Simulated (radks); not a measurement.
Results of a calculation; reference values are marked as such.
Initial-state core-level shifts of the sulfur ion S3+ when its valence configuration changes from [Ne] 3s2 3p1. Level of theory: scalar-relativistic Kohn-Sham, r2SCAN, spin-unpolarised, spherical densities, finite nucleus; meta-GGA in the generalised Kohn-Sham scheme; Fermi nuclear charge, rms radius 3.2611 fm (a radial shooting solver on a logarithmic mesh with Libxc functionals). Shifts are changes of the shell-averaged eigenvalues in eV (positive: less bound); the change of the density at the nucleus, which sets a Mossbauer isomer shift, is in e/bohr^3, on a base of 2958.

valence          1s      2s      2p  density at nucleus
3s1.5 3p1.5  -0.648  -0.633  -0.630             -6.1734
3s1 3p2      -1.293  -1.263  -1.258            -12.3339
3p3          -2.567  -2.506  -2.499            -24.6485
3s0.5 3p2.5  -1.933  -1.887  -1.881            -18.4887
